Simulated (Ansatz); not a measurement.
The cluster HfAl₆. Total charge 0; singlet. Geometry r2SCAN-D4/def2-SVP, basis def2-TZVP, Ansatz.

```xyz
7

Hf    0.806   -0.651   -1.452
Al    0.910    1.146    0.762
Al    1.407   -1.707    1.030
Al   -0.150    1.926   -1.419
Al   -1.847    0.086   -1.987
Al   -1.140   -0.530    0.394
Al    0.014   -0.270    2.672
```

```tsv
run	HOMO (eV)	LUMO (eV)
A	-4.10	-3.74
B	-4.40	-3.55
C	-4.76	-3.21
D	-4.23	-3.75
```

In the def2 sets Hf takes a core potential; there is no spin–orbit coupling. HSE06 is defined as in plane-wave codes, on full-range PBE exchange. No other spin state of charge 0 was run. Another isomer (singlet) lies 0.82 eV lower at PBE0-D4/def2-TZVP; other spin states weren't run for this one.

The runs used HSE06, PBE, PBE0, r2SCAN. Estimate which is which.

A PBE (0 % exact exchange); B HSE06 (range-separated); C PBE0 (25 % exact exchange); D r2SCAN (0 % exact exchange). Exact exchange lowers occupied and raises empty levels; among semilocal functionals meta-GGAs tend to open the gap a little, and such runs are hard to tell apart. The gap grows from 0.36 eV (PBE) to 1.55 eV (PBE0). The restricted singlet is unstable towards broken spin symmetry in Hartree–Fock (as tested in another run); at PBE-D4/def2-TZVP, HSE06-D4/def2-TZVP, PBE0-D4/def2-TZVP, r2SCAN-D4/def2-TZVP this wasn't settled.
